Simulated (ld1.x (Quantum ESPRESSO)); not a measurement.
## Before and after: TM potential for tin

```json
{
 "Element": "Sn",
 "Generator": "ld1.x (Quantum ESPRESSO) 7.5",
 "Type": "norm-conserving Troullier–Martins (Kleinman–Bylander form)",
 "Functional": "PBEsol",
 "Relativity": "scalar-relativistic",
 "Frozen core": "[Kr]",
 "Valence charge": "14",
 "Reference configuration": "4d10 5s2 5p1 (charge +1)",
 "Partial waves": "5s (bound): rc 1.75 bohr; 4d (bound): rc 1.35 bohr; 5p (bound): rc 1.80 bohr",
 "Local potential": "the p channel",
 "Core correction": "a·sin(br)/r model core, default radius (core density twice the valence density)"
}
```

Change: wave 5s (bound): rc 1.75 bohr becomes 5s (bound): rc 2.48 bohr.

Cutoffs: the cutoffs (Ry, on a coarse ladder) from which the occupation-weighted sum of valence levels, in a spherical-Bessel basis at the reference potential, stays within 10 and 1 mRy of its value at 400 Ry; they do not see the model core or the augmentation charge, which bear on the density cutoff. Errors are all-electron minus pseudo energies relative to the spin-unpolarised reference configuration.

Q: Predict the effect on cutoff, ghosts and configuration errors.

A: The potential gets neither clearly harder nor softer (90 Ry and 160 Ry → 90 Ry and 160 Ry); both files keep a bound ghost (s); of the 7 tests that both files solve, the error grows in 2 and shrinks in 0 by more than 15 % and 0.3 meV (median size 5.1 → 5.4 meV).

```csv
quantity,base,changed
"cutoff, loose",90 Ry,90 Ry
"cutoff, tight",160 Ry,160 Ry
loose cutoff by channel (10 mRy a level),"s 18 Ry, d 80 Ry, p 25 Ry","s 8 Ry, d 80 Ry, p 25 Ry"
bound ghosts,s,s
"error for 4d10 5s2 5p2, meV [ΔE -6.90 eV]",+3.0,+3.1
"error for 4d10 5s2 5p0, meV [ΔE 13.97 eV]",-5.1,-4.6
"error for 4d10 5s1 5p0, meV [ΔE 44.99 eV]",-31,-37
"error for 4d9 5s2 5p2, meV [ΔE 25.75 eV]",-351,-333
"error for 4d9 5s2 5p3, meV [ΔE 17.50 eV]",-376,-366
"error for 4d10 5s1 5p3, meV [ΔE 0.11 eV]",-0.5,-5.4
"error for 4d10 5s2 5p2.3, meV [ΔE -7.75 eV]",+4.3,+4.2
```

 A true bound ghost makes a file unfit for plane-wave use even where its test errors are small: the radial tests pick states by their node count and pass the ghost by.
